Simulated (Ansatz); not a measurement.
A structure relaxed at PBE0/def2-SVP in Ansatz, charge 0, singlet:

```xyz
6

K    -1.5264   -2.3428   -1.4643
K    -0.9667    1.6565   -3.0985
K     1.4258    3.9412    1.7351
K     1.6247   -4.6006    0.5830
K    -2.3053    1.7150    0.8303
K     1.7480   -0.3693    1.4144
```

Problem. Give its formula.

Solution. K6.

Problem. Summarise the bond lengths by kind (pairs closer than 1.2 times the sum of covalent radii, bridged metal pairs left out).

Solution. 9 × K–K 4.15 to 4.79 Å.

The restricted singlet is unstable towards broken spin symmetry at other levels; at PBE0/def2-SVP this wasn't settled. Another isomer (singlet) lies 0.15 eV lower at PBE0/def2-TZVP; other spin states weren't run for this one.
